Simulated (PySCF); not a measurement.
## GeHCl3: computed shieldings and shifts

GeHCl3, Cl3GeH, point group C3v.

Geometry:
| atom | x (Å) | y (Å) | z (Å) |
| --- | --- | --- | --- |
| Ge1 | -0.005 | -0.001 | 0.150 |
| H2 | -0.049 | -0.021 | 1.675 |
| Cl3 | 2.012 | 0.006 | -0.547 |
| Cl4 | -0.981 | 1.737 | -0.617 |
| Cl5 | -0.977 | -1.721 | -0.661 |

GIAO calculations in PySCF 2.14.0 with density-fitted response routines on the PBE0-D3(BJ)/def2-SVP structure: isolated species, non-relativistic, equivalent atoms averaged; basis pcSseg-1 (pcSseg-2 on Ge).

Task: Give the isotropic shieldings (ppm) with B3LYP, PBE, PBE0.

Result: 
| atoms | environment | B3LYP | PBE | PBE0 |
| --- | --- | --- | --- | --- |
| Ge1 | germanium bonded to 3 Cl, H | 1198 | 1168 | 1244 |
| Cl3/Cl4/Cl5 | chlorine bonded to Ge | 767 | 739 | 796 |
| H2 | hydrogen on a germanium bonded to 3 Cl | 24.56 | 24.02 | 24.46 |
| HOMO–LUMO gap (eV) | – | 7.27 | 5.47 | 7.90 |

Task: And the chemical shifts, against references computed in the same way?

Result: 
| atoms | nucleus, reference | B3LYP | PBE | PBE0 |
| --- | --- | --- | --- | --- |
| Cl3/Cl4/Cl5 | ³⁵Cl, HCl | 164 | 195 | 147 |
| H2 | ¹H, TMS | 6.83 | 7.18 | 6.81 |

Task: Which part of the shielding of Ge1 depends on the functional?

Result: Diamagnetic: B3LYP 2757, PBE 2757, PBE0 2757 ppm; paramagnetic: B3LYP -1559, PBE -1589, PBE0 -1513 ppm. The diamagnetic part, set mainly by inner electrons, hardly moves; the paramagnetic part goes with low-lying magnetically allowed excitations and carries the spread.

Relativistic effects, spin–orbit coupling among them, are left out; they matter for Ge and for the light atoms bonded to it.
